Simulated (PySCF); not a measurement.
Molfile (atoms numbered from 1):
```
C6H4S
     RDKit          3D

 11 11  0  0  0  0  0  0  0  0999 V2000
    3.1073    0.0397   -0.2086 C   0  0  0  0  0  0  0  0  0  0  0  0
    1.8941    0.0679   -0.1661 C   0  0  0  0  0  0  0  0  0  0  0  0
    0.4822    0.1088   -0.1158 C   0  0  0  0  0  0  0  0  0  0  0  0
   -0.4172   -0.9107   -0.3634 C   0  0  0  0  0  0  0  0  0  0  0  0
   -1.7662   -0.5015   -0.2192 C   0  0  0  0  0  0  0  0  0  0  0  0
   -1.8790    0.8197    0.1349 C   0  0  0  0  0  0  0  0  0  0  0  0
   -0.3511    1.5753    0.2957 S   0  0  0  0  0  0  0  0  0  0  0  0
    4.1804    0.0115   -0.2472 H   0  0  0  0  0  0  0  0  0  0  0  0
   -0.0974   -1.9155   -0.6393 H   0  0  0  0  0  0  0  0  0  0  0  0
   -2.6242   -1.1572   -0.3712 H   0  0  0  0  0  0  0  0  0  0  0  0
   -2.7903    1.3902    0.3106 H   0  0  0  0  0  0  0  0  0  0  0  0
  1  2  3  0
  2  3  1  0
  3  4  2  0
  4  5  1  0
  5  6  2  0
  6  7  1  0
  7  3  1  0
  1  8  1  0
  4  9  1  0
  5 10  1  0
  6 11  1  0
M  END
```

Geometry: PBE0-D3(BJ)/def2-SVP; GIAO absolute shieldings from PySCF 2.14.0 with density-fitted response routines, gas phase, non-relativistic, averaged over equivalent atoms.

At PBE0/pcSseg-1 (146 basis functions, 12 s wall time on 1 thread of an Arm Neoverse V1, shared host):
| atoms | σ (ppm) |
| --- | --- |
| C4 | 44.8 |
| C6 | 48.9 |
| C5 | 53.3 |
| C3 | 53.8 |
| C1 | 92.1 |
| C2 | 104.9 |
| S7 | 234.8 |
| H9 | 23.90 |
| H11 | 24.21 |
| H10 | 24.24 |
| H8 | 27.71 |

Question: What do these become at HF/pcSseg-2?

Answer: 
```tsv
atoms	σ at HF/pcSseg-2	change
C4	46.3	+1.5
C6	46.7	-2.2
C5	59.0	+5.7
C3	53.4	-0.4
C1	97.1	+5.0
C2	120.2	+15.3
S7	281.2	+46.4
H9	24.08	+0.18
H11	24.18	-0.03
H10	24.62	+0.38
H8	27.81	+0.10
```

The largest change is at S7 (aromatic ring sulfur). Cost: 315 basis functions, 28 s wall time on 1 thread of an Arm Neoverse V1, shared host. The order of the carbon signals changes between the two levels.
